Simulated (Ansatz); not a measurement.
A short molecular-dynamics run on C₄H₂F₂Ge, SMILES `C#[C][Ge]([F])([F])[C]#C`.

```yaml
crystal:
  periodic: [false, false, false]
  atoms:
    - {symbol: C, position_ang: [0.431120, -2.675429, -0.155044]}
    - {symbol: C, position_ang: [0.331396, -1.504639, -0.412069]}
    - {symbol: Ge, position_ang: [0.170585, 0.323646, -0.779526]}
    - {symbol: F, position_ang: [-0.933455, 0.538371, -2.074124]}
    - {symbol: F, position_ang: [1.669656, 0.907823, -1.373269]}
    - {symbol: C, position_ang: [-0.368619, 1.385642, 0.664403]}
    - {symbol: C, position_ang: [-0.713478, 2.049931, 1.605972]}
    - {symbol: H, position_ang: [0.520580, -3.714499, 0.068433]}
    - {symbol: H, position_ang: [-1.019384, 2.642853, 2.438124]}
basis:
  gaussian: {orbitals: def2-SVP}
hamiltonian: {xc: {name: PBE}, dispersion: d3bjatm}
md: {timestep: 1 fs, n_steps: 20, ensemble: nvt_langevin, temperature: 700, initial_velocities: maxwell_boltzmann, friction: 0.01, seed: 795}
```

```sh
$ ansatz run in.yaml --threads 4 --pin off --events-out ev --progress --plain --max-ram 11315MiB
```

```
step  time (fs)  potential energy (eV)  kinetic (eV)  T (K)  conserved (eV)
   0        0.0            -66097.1478        0.7239    622               –
   1        1.0            -66097.1198        0.7109    611               –
   2        2.0            -66097.0838        0.5653    486               –
   3        3.0            -66097.0821        0.6005    516               –
   4        4.0            -66097.1086        0.6421    552               –
   5        5.0            -66097.1190        0.7287    626               –
   6        6.0            -66097.0847        0.6913    594               –
   7        7.0            -66097.0110        0.6301    542               –
   8        8.0            -66096.9465        0.5107    439               –
   9        9.0            -66096.9402        0.4831    415               –
  10       10.0            -66096.9340        0.4571    393               –
  11       11.0            -66096.8945        0.4269    367               –
  12       12.0            -66096.8423        0.4432    381               –
  13       13.0            -66096.8046        0.4195    361               –
  14       14.0            -66096.7962        0.4215    362               –
  15       15.0            -66096.7922        0.4359    375               –
  16       16.0            -66096.7652        0.4071    350               –
  17       17.0            -66096.7099        0.4120    354               –
  18       18.0            -66096.6998        0.4669    401               –
  19       19.0            -66096.7942        0.5570    479               –
  20       20.0            -66096.8496        0.6652    572               –
```

Velocities are drawn at the set temperature; a run this short doesn't reach equilibrium.

Frames (Å, forces in eV/Å):

```xyz
9
time=0.0 fs
C     0.431   -2.675   -0.155    0.148   -1.751    0.384
C     0.331   -1.505   -0.412   -0.183    2.098   -0.435
Ge    0.171    0.324   -0.780   -0.132   -0.263    0.620
F    -0.933    0.538   -2.074   -0.551    0.107   -0.645
F     1.670    0.908   -1.373    0.748    0.291   -0.296
C    -0.369    1.386    0.664    0.618   -1.209   -1.668
C    -0.713    2.050    1.606   -0.517    0.993    1.407
H     0.521   -3.714    0.068    0.054   -0.626    0.132
H    -1.019    2.643    2.438   -0.184    0.359    0.500
9
time=1.0 fs
C     0.423   -2.680   -0.154    0.294   -2.961    0.627
C     0.327   -1.515   -0.411   -0.245    3.017   -0.631
Ge    0.173    0.328   -0.782   -0.135   -0.568    0.872
F    -0.934    0.531   -2.071   -0.589    0.146   -0.715
F     1.675    0.910   -1.369    0.754    0.301   -0.313
C    -0.367    1.380    0.675    0.836   -1.614   -2.325
C    -0.725    2.055    1.596   -0.942    1.908    2.852
H     0.529   -3.734    0.065   -0.027   -0.046    0.020
H    -1.013    2.644    2.472    0.054   -0.183   -0.389
9
time=2.0 fs
C     0.415   -2.688   -0.153    0.351   -3.123    0.652
C     0.322   -1.521   -0.410   -0.230    3.084   -0.645
Ge    0.176    0.333   -0.784   -0.137   -0.802    1.058
F    -0.936    0.524   -2.069   -0.619    0.182   -0.773
F     1.680    0.912   -1.365    0.756    0.308   -0.329
C    -0.364    1.374    0.684    0.938   -1.786   -2.621
C    -0.737    2.062    1.587   -1.149    2.426    3.739
H     0.535   -3.748    0.065   -0.087    0.247   -0.035
H    -1.007    2.646    2.499    0.177   -0.537   -1.045
9
time=3.0 fs
C     0.407   -2.698   -0.150    0.323   -2.317    0.471
C     0.317   -1.525   -0.410   -0.160    2.459   -0.507
Ge    0.179    0.337   -0.786   -0.131   -0.981    1.143
F    -0.938    0.518   -2.066   -0.621    0.212   -0.801
F     1.686    0.915   -1.362    0.730    0.304   -0.336
C    -0.360    1.369    0.689    0.851   -1.609   -2.439
C    -0.749    2.068    1.581   -1.040    2.359    3.790
H     0.541   -3.757    0.065   -0.110    0.200   -0.022
H    -0.997    2.644    2.515    0.159   -0.628   -1.298
9
time=4.0 fs
C     0.400   -2.711   -0.148    0.240   -0.862    0.146
C     0.313   -1.527   -0.411   -0.059    1.374   -0.267
Ge    0.182    0.341   -0.788   -0.097   -1.124    1.148
F    -0.941    0.510   -2.064   -0.608    0.238   -0.813
F     1.692    0.919   -1.358    0.668    0.284   -0.329
C    -0.357    1.362    0.693    0.592   -1.137   -1.888
C    -0.762    2.074    1.575   -0.651    1.766    3.082
H     0.548   -3.761    0.063   -0.103   -0.079    0.041
H    -0.981    2.636    2.516    0.019   -0.461   -1.120
9
time=5.0 fs
C     0.392   -2.727   -0.145    0.113    0.926   -0.254
C     0.309   -1.528   -0.412    0.047    0.127    0.012
Ge    0.186    0.344   -0.789   -0.025   -1.252    1.127
F    -0.944    0.501   -2.061   -0.599    0.265   -0.830
F     1.700    0.923   -1.355    0.578    0.254   -0.312
C    -0.352    1.354    0.696    0.206   -0.467   -1.116
C    -0.776    2.081    1.571   -0.083    0.798    1.817
H     0.553   -3.765    0.056   -0.057   -0.548    0.142
H    -0.964    2.625    2.507   -0.180   -0.102   -0.587
9
time=6.0 fs
C     0.384   -2.740   -0.144    0.022    2.273   -0.563
C     0.305   -1.531   -0.414    0.132   -0.837    0.238
Ge    0.189    0.348   -0.791    0.042   -1.393    1.083
F    -0.947    0.493   -2.059   -0.581    0.293   -0.838
F     1.708    0.927   -1.351    0.483    0.223   -0.293
C    -0.347    1.345    0.699   -0.286    0.364   -0.178
C    -0.790    2.088    1.570    0.606   -0.473    0.117
H     0.555   -3.772    0.046   -0.024   -0.851    0.207
H    -0.949    2.613    2.493   -0.393    0.399    0.227
9
time=7.0 fs
C     0.376   -2.752   -0.144    0.028    2.778   -0.698
C     0.300   -1.535   -0.416    0.191   -1.417    0.382
Ge    0.192    0.351   -0.792    0.085   -1.547    1.028
F    -0.950    0.484   -2.056   -0.549    0.319   -0.830
F     1.716    0.930   -1.348    0.391    0.195   -0.273
C    -0.344    1.337    0.702   -0.746    1.126    0.648
C    -0.804    2.094    1.570    1.240   -1.736   -1.621
H     0.555   -3.788    0.037   -0.062   -0.673    0.180
H    -0.935    2.598    2.480   -0.576    0.954    1.184
9
time=8.0 fs
C     0.368   -2.762   -0.145    0.115    2.569   -0.684
C     0.295   -1.540   -0.418    0.227   -1.630    0.442
Ge    0.195    0.355   -0.793    0.140   -1.684    1.007
F    -0.954    0.474   -2.053   -0.521    0.345   -0.824
F     1.724    0.934   -1.345    0.278    0.158   -0.245
C    -0.343    1.332    0.705   -1.011    1.556    1.074
C    -0.815    2.098    1.570    1.575   -2.387   -2.489
H     0.553   -3.812    0.032   -0.162   -0.125    0.088
H    -0.928    2.587    2.480   -0.642    1.198    1.631
9
time=9.0 fs
C     0.360   -2.769   -0.146    0.224    1.966   -0.583
C     0.290   -1.547   -0.420    0.245   -1.477    0.423
Ge    0.197    0.357   -0.794    0.193   -1.797    1.023
F    -0.957    0.465   -2.050   -0.492    0.370   -0.815
F     1.732    0.937   -1.342    0.158    0.117   -0.213
C    -0.343    1.329    0.710   -1.057    1.627    1.088
C    -0.824    2.100    1.569    1.548   -2.084   -1.838
H     0.548   -3.836    0.032   -0.267    0.466   -0.012
H    -0.929    2.586    2.500   -0.551    0.814    0.928
9
time=10.0 fs
C     0.352   -2.774   -0.147    0.310    1.277   -0.448
C     0.283   -1.555   -0.421    0.247   -1.010    0.332
Ge    0.199    0.359   -0.794    0.209   -1.907    1.065
F    -0.962    0.455   -2.048   -0.452    0.393   -0.791
F     1.738    0.940   -1.339    0.054    0.081   -0.188
C    -0.344    1.326    0.716   -0.984    1.512    0.890
C    -0.832    2.100    1.566    1.352   -1.348   -0.480
H     0.542   -3.851    0.034   -0.333    0.837   -0.078
H    -0.935    2.597    2.533   -0.403    0.166   -0.303
9
time=11.0 fs
C     0.345   -2.776   -0.149    0.373    0.511   -0.284
C     0.277   -1.565   -0.422    0.233   -0.222    0.174
Ge    0.201    0.362   -0.795    0.207   -2.023    1.146
F    -0.966    0.446   -2.046   -0.412    0.417   -0.767
F     1.745    0.942   -1.335   -0.038    0.051   -0.168
C    -0.345    1.323    0.724   -0.831    1.269    0.549
C    -0.840    2.099    1.564    1.121   -0.634    0.741
H     0.535   -3.857    0.036   -0.361    0.981   -0.107
H    -0.943    2.610    2.561   -0.291   -0.351   -1.285
9
time=12.0 fs
C     0.338   -2.777   -0.151    0.425   -0.391   -0.087
C     0.271   -1.577   -0.425    0.196    0.911   -0.055
Ge    0.203    0.365   -0.796    0.190   -2.144    1.240
F    -0.970    0.438   -2.045   -0.363    0.440   -0.731
F     1.751    0.945   -1.331   -0.130    0.023   -0.147
C    -0.347    1.322    0.732   -0.584    0.880    0.041
C    -0.846    2.097    1.562    0.848    0.004    1.712
H     0.526   -3.857    0.035   -0.359    0.936   -0.098
H    -0.953    2.620    2.579   -0.222   -0.660   -1.876
9
time=13.0 fs
C     0.331   -2.778   -0.152    0.441   -1.104    0.081
C     0.266   -1.589   -0.428    0.153    2.113   -0.299
Ge    0.204    0.367   -0.797    0.162   -2.249    1.341
F    -0.974    0.431   -2.044   -0.308    0.463   -0.688
F     1.758    0.948   -1.327   -0.223   -0.003   -0.127
C    -0.351    1.322    0.740   -0.268    0.397   -0.575
C    -0.852    2.095    1.560    0.544    0.505    2.365
H     0.518   -3.847    0.033   -0.315    0.625   -0.041
H    -0.968    2.621    2.583   -0.186   -0.748   -2.058
9
time=14.0 fs
C     0.324   -2.779   -0.154    0.379   -1.159    0.121
C     0.261   -1.598   -0.431    0.128    3.001   -0.477
Ge    0.205    0.370   -0.799    0.137   -2.321    1.444
F    -0.978    0.424   -2.043   -0.262    0.489   -0.654
F     1.764    0.951   -1.322   -0.314   -0.028   -0.106
C    -0.356    1.321    0.749    0.046   -0.072   -1.177
C    -0.857    2.093    1.560    0.301    0.759    2.542
H     0.509   -3.829    0.028   -0.208   -0.069    0.086
H    -0.983    2.616    2.569   -0.206   -0.599   -1.779
9
time=15.0 fs
C     0.319   -2.781   -0.157    0.260   -0.722    0.065
C     0.257   -1.606   -0.436    0.121    3.567   -0.583
Ge    0.207    0.373   -0.799    0.132   -2.370    1.505
F    -0.981    0.416   -2.042   -0.215    0.513   -0.618
F     1.771    0.954   -1.318   -0.418   -0.058   -0.081
C    -0.362    1.320    0.757    0.273   -0.408   -1.614
C    -0.862    2.091    1.561    0.225    0.606    2.037
H     0.497   -3.810    0.024   -0.064   -0.966    0.246
H    -0.997    2.605    2.537   -0.315   -0.163   -0.956
9
time=16.0 fs
C     0.313   -2.785   -0.161    0.170   -0.215   -0.020
C     0.253   -1.610   -0.440    0.139    3.687   -0.593
Ge    0.208    0.376   -0.800    0.147   -2.389    1.518
F    -0.984    0.409   -2.041   -0.163    0.537   -0.577
F     1.778    0.958   -1.313   -0.534   -0.091   -0.052
C    -0.367    1.320    0.762    0.349   -0.506   -1.768
C    -0.867    2.088    1.565    0.402   -0.089    0.699
H     0.485   -3.800    0.024    0.025   -1.527    0.346
H    -1.015    2.594    2.494   -0.535    0.592    0.447
9
time=17.0 fs
C     0.308   -2.788   -0.165    0.165   -0.026   -0.061
C     0.249   -1.611   -0.445    0.180    3.421   -0.517
Ge    0.209    0.378   -0.800    0.154   -2.398    1.495
F    -0.987    0.403   -2.041   -0.112    0.562   -0.537
F     1.785    0.961   -1.309   -0.631   -0.116   -0.029
C    -0.371    1.319    0.765    0.274   -0.353   -1.621
C    -0.873    2.086    1.572    0.808   -1.155   -1.074
H     0.475   -3.806    0.026    0.006   -1.425    0.325
H    -1.041    2.588    2.452   -0.844    1.491    2.020
9
time=18.0 fs
C     0.302   -2.791   -0.168    0.229   -0.103   -0.058
C     0.246   -1.608   -0.452    0.239    2.813   -0.359
Ge    0.210    0.381   -0.800    0.147   -2.393    1.427
F    -0.991    0.397   -2.041   -0.050    0.590   -0.489
F     1.791    0.963   -1.305   -0.718   -0.135   -0.011
C    -0.376    1.316    0.766    0.189   -0.164   -1.404
C    -0.879    2.083    1.577    1.099   -1.759   -1.967
H     0.466   -3.823    0.033   -0.096   -0.758    0.190
H    -1.076    2.595    2.427   -1.038    1.909    2.672
9
time=19.0 fs
C     0.296   -2.793   -0.171    0.273    0.119   -0.126
C     0.243   -1.601   -0.460    0.311    1.800   -0.104
Ge    0.212    0.384   -0.800    0.120   -2.360    1.324
F    -0.995    0.390   -2.041    0.029    0.618   -0.421
F     1.798    0.965   -1.300   -0.792   -0.146    0.002
C    -0.381    1.314    0.766    0.229   -0.154   -1.357
C    -0.885    2.078    1.579    0.816   -1.096   -0.939
H     0.455   -3.844    0.040   -0.195   -0.029    0.035
H    -1.124    2.620    2.428   -0.791    1.248    1.587
9
time=20.0 fs
C     0.291   -2.796   -0.174    0.264    0.679   -0.272
C     0.241   -1.592   -0.468    0.384    0.614    0.194
Ge    0.213    0.387   -0.799    0.072   -2.311    1.190
F    -0.999    0.384   -2.043    0.127    0.645   -0.330
F     1.803    0.965   -1.296   -0.855   -0.152    0.013
C    -0.386    1.311    0.766    0.381   -0.305   -1.481
C    -0.890    2.071    1.579    0.022    0.355    1.057
H     0.437   -3.862    0.043   -0.246    0.506   -0.082
H    -1.185    2.658    2.448   -0.151   -0.031   -0.289
```

Hardware: 4 threads of an AMD EPYC 9R14 on a shared host. Wall time 17 s, peak host memory 0.2 GiB.
